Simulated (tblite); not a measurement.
Compound: C₁₀H₁₄F₄.
Geometry (GFN2-xTB, Å), atoms numbered from 1 in this order:
```
atom  x, y, z in Å
F1    -3.9033    0.5787    0.0484
C2    -3.0939    1.0122   -0.9751
C3    -1.6516    0.5557   -0.7561
C4    -1.1203    1.1351    0.5661
C5     0.3744    1.1692    0.6140
C6     1.1431    0.0871    0.6065
C7     2.6468    0.2144    0.6198
C8     3.2236    0.0266   -0.7725
F9     2.6539    0.8366   -1.6777
F10    4.5421    0.2912   -0.8051
F11    3.0833   -1.2219   -1.2407
C12    0.5770   -1.3035    0.5371
C13   -0.1854   -1.5605   -0.7681
C14   -1.5942   -0.9746   -0.7861
H15   -3.1739    2.1040   -0.9924
H16   -3.5092    0.5956   -1.8986
H17   -1.0587    0.9582   -1.5841
H18   -1.5026    2.1493    0.6906
H19   -1.5104    0.5311    1.3896
H20    0.8308    2.1490    0.6419
H21    3.1056   -0.5371    1.2656
H22    2.9503    1.2083    0.9534
H23   -0.1018   -1.4618    1.3798
H24    1.3855   -2.0307    0.6199
H25   -0.2684   -2.6402   -0.9089
H26    0.3880   -1.1629   -1.6074
H27   -2.0926   -1.3202   -1.6956
H28   -2.1593   -1.3616    0.0650
```

Computed values, GFN2-xTB/tblite, gas phase, harmonic and unscaled. Errors from tens to a few hundred cm⁻¹ against measured bands are possible. One conformer, not necessarily the lowest.

Harmonic wavenumbers (cm⁻¹): 26.3, 38.9, 60.9, 88.8, 93.2, 157.4, 198.4, 216.6, 268.9, 291.0, 305.8, 320.8, 352.9, 369.8, 410.2, 471.6, 475.2, 480.3, 531.3, 589.3, 619.1, 655.2, 793.4, 803.8, 836.8, 869.2, 886.0, 895.3, 921.0, 928.1, 938.1, 966.0, 1018.3, 1030.5, 1048.6, 1071.3, 1085.8, 1110.9, 1132.1, 1138.3, 1145.5, 1175.9, 1183.7, 1198.9, 1206.2, 1220.6, 1235.2, 1259.9, 1266.4, 1287.8, 1314.1, 1322.6, 1325.4, 1340.1, 1349.6, 1360.1, 1374.4, 1437.6, 1453.7, 1470.6, 1477.5, 1484.0, 1494.2, 1729.3, 2939.8, 2941.0, 2949.4, 2952.7, 2960.7, 2965.7, 2973.7, 2984.6, 2987.6, 2993.8, 2995.3, 2998.6, 3001.1, 3064.4.

A = 1574, B = 324.3, C = 312.5 MHz; mass 210.103 u (most abundant isotopes); point group C1, symmetry number 1.

What is the zero-point energy?

½Σν̃ = 49159 cm⁻¹ = 588.07 kJ/mol.

Entropy at 273.15 K, 1 bar (ideal gas, RRHO, classical rotation)?

Translation 173.73, rotation 132.70, vibration 174.18: S = 480.6 J/(mol K).

And Cp and H(273.15 K) − H(0)?

Cp = 207.92 J/(mol K), of which vibrations give 174.67 (their classical limit is 78 R = 648.5); H(273.15 K) − H(0) = 33.20 kJ/mol without the zero-point energy, 24.12 from vibrations.

What must be added to the electronic energy to get the Gibbs energy at 273.15 K and 1 bar?

ZPE + [H(273.15 K) − H(0)] − T·S = 588.07 + 33.20 − 131.28 = 489.99 kJ/mol.

Which modes carry the vibrational entropy at 273.15 K?

26.3 cm⁻¹: 24.76; 38.9 cm⁻¹: 21.51; 60.9 cm⁻¹: 17.80; 88.8 cm⁻¹: 14.71; 93.2 cm⁻¹: 14.31; 157.4 cm⁻¹: 10.11 J/(mol K); the other 72 give 70.98 together.

How do the functions run with temperature in this model?

```
T (K)  S (J/(mol K))  Cp (J/(mol K))  H − H(0) (kJ/mol)  G − H(0) (kJ/mol)  ln q(vib)
  100          335.8            99.6               6.73             -26.85       3.46
  200          423.7           160.5              19.75             -64.98       7.47
  300          500.9           226.1              39.03            -111.25      11.37
  500          646.8           350.0              97.19            -226.20      19.14
  800          839.6           468.1             221.63            -450.03      30.50
 1000          949.6           517.3             320.44            -629.17      37.63
```

q(vib) and H(0) count from the zero-point level.

Blend soft modes into free rotors: weight 1/[1 + (100 cm⁻¹/ν̃)⁴] for the oscillator and the rest for a rotor with moment μB/(μ + B), μ = h/(8π²ν), B = 10⁻⁴⁴ kg m². What vibrational entropy results?

154.19 J/(mol K) in place of 174.18, which changes −T·S at 273.15 K by +5.46 kJ/mol.

Hindered rotation and anharmonicity are outside this model. Other conformers, if any are populated, would add a mixing term that is left out. The structure is chiral; the term R ln 2 for an equal mix with its mirror image is left out.

Hardware: 2 threads of an Intel Xeon Platinum 8488C, no GPU, on a shared host. Cost: 2.4 s wall, 4.7 s CPU. The figure is for the frequency step alone.
